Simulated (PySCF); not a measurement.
C3H7BeBr. Atoms are numbered in the order given.

```xyz
12

Be    -0.2092     0.1999     0.0000
Br     1.7520    -0.0272     0.0000
C     -1.8866     0.4012     0.0000
C     -2.5557    -0.1580     1.2732
C     -2.5557    -0.1580    -1.2732
H     -2.0437     1.5090     0.0000
H     -3.6513     0.0421     1.2774
H     -2.4341    -1.2599     1.3504
H     -2.1397     0.2835     2.2029
H     -2.1397     0.2835    -2.2029
H     -3.6513     0.0421    -1.2774
H     -2.4341    -1.2599    -1.3504
```

Geometry: PBE-D3(BJ)/def2-SVP. The structure was generated by enumeration; whether it is a known compound was not checked. Other conformers were not sampled.

Method: PBE-D3(BJ)/def2-SVP run with PySCF.

Frequencies are harmonic and unscaled.

### Question
Give all harmonic wavenumbers and intensities. (An estimate is asked for; the answer gives what the named calculation found.)

### Answer

```
mode  ν (cm⁻¹)  IR (km/mol)  moving atoms (share of kinetic energy)
----  --------  -----------  --------------------------------------
1           77          0.4                 C 54 %, H 24 %, Be 15 %
2          105          1.0        H 33 %, C 30 %, Be 27 %, Br 10 %
3          231          0.0                                  H 97 %
4          240          0.8                 H 63 %, C 21 %, Br 15 %
5          267          4.0                 H 41 %, Be 29 %, C 21 %
6          368         29.0                         Be 77 %, C 17 %
7          386          8.8                 C 51 %, H 33 %, Be 13 %
8          439         22.9                 C 44 %, Be 28 %, H 22 %
9          852          5.4                 C 62 %, H 28 %, Be 10 %
10         884          3.2                          H 87 %, C 13 %
11         930         12.5                          H 89 %, C 10 %
12         952          0.2                          H 77 %, C 23 %
13        1002        175.8                 Be 58 %, H 30 %, C 10 %
14        1058          4.6                          C 74 %, H 26 %
15        1141          8.0                          H 57 %, C 40 %
16        1221         42.4                 C 50 %, H 35 %, Be 15 %
17        1255          0.3                          H 76 %, C 24 %
18        1332          0.1                          H 81 %, C 19 %
19        1351          1.5                          H 81 %, C 19 %
20        1405          0.7                                  H 97 %
21        1423          6.7                                  H 96 %
22        1424         14.8                                  H 96 %
23        1433          4.6                                  H 96 %
24        2907         18.2                                  H 93 %
25        2937         49.7                                  H 97 %
26        2938         35.3                                  H 97 %
27        3013         43.7                           H 91 %, C 9 %
28        3015          4.6                           H 91 %, C 9 %
29        3040         14.4                           H 91 %, C 9 %
30        3040         30.6                           H 91 %, C 9 %
```
